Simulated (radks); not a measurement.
Question: Ge II, configuration [Ar] 3d10 4s2 4p1 (the NIST ground configuration). All-electron calculation, Dirac Kohn-Sham, Slater X-alpha with alpha = 0.57, spin-unpolarised, spherical densities, point nucleus; open shells fill j = l - 1/2 first. Program: a radial shooting solver on a logarithmic mesh with Libxc functionals. Some entries of the table are withheld. Estimate them.

orbital,occ.,eigenvalue (eV),<1/r> (bohr^-1)
1s1/2,2,-10906.51,32.30
2s1/2,2,-1365.924,7.118
2p1/2,2,-1215.060,7.086
2p3/2,4,-1183.540,6.893
3s1/2,2,(1),2.281
3p1/2,2,-122.0188,(2)
3p3/2,4,-117.7819,(3)
3d3/2,4,-34.3991,1.769
3d5/2,6,-33.8300,1.755
4s1/2,2,-17.7727,0.6344
4p1/2,1,-9.6597,0.4936
4p3/2,0,-9.4337,0.4847

Answer: 
(1) 3s1/2 eigenvalue (eV): -171.3207
(2) 3p1/2 <1/r> (bohr^-1): 2.155
(3) 3p3/2 <1/r> (bohr^-1): 2.107
